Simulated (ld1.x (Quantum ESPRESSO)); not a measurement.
## Reading a pseudo-wave (N (Z = 7))

Columns: radius, all-electron u(r) and pseudo u(r) of the 2p shell (level -20.60 eV) of nitrogen in the configuration [He] 2s2 2p2; PBEsol, non-relativistic, ultrasoft scheme, ld1.x (Quantum ESPRESSO) 7.5.

```
r (bohr)  all-electron  pseudo
   0.095        0.0748  0.0119
   0.190        0.2227  0.0469
   0.285        0.3802  0.1024
   0.380        0.5208  0.1745
   0.475        0.6355  0.2582
   0.570        0.7232  0.3477
   0.665        0.7853  0.4373
   0.760        0.8240  0.5213
   0.855        0.8429  0.5949
   0.950        0.8455  0.6543
   1.045        0.8353  0.6973
   1.140        0.8151  0.7228
   1.235        0.7876  0.7312
   1.330        0.7549  0.7242
   1.425        0.7186  0.7045
   1.520        0.6801  0.6751
   1.615        0.6404  0.6395
   1.710        0.6005  0.6006
   1.805        0.5610  0.5611
   1.900        0.5223  0.5223
   1.995        0.4850  0.4850
   2.090        0.4492  0.4492
   2.185        0.4151  0.4151
   2.280        0.3828  0.3828
   2.375        0.3525  0.3525
   2.470        0.3241  0.3241
```

(1) How many radial nodes do the two functions have?

(2) At about which radius was the pseudo-wave matched?

(3) Is the pseudo-wave norm-conserving?

Results:

(1) The all-electron 2p function has n − l − 1 = 0; the pseudo-wave has 0.

(2) 1.90 bohr. The columns agree to 0.0005 from 1.71 bohr on; several derivatives are matched, so the curves merge somewhat inside the radius.

(3) No, it belongs to an ultrasoft set: the norm inside the radius is not constrained, and the difference is carried by the augmentation charge.
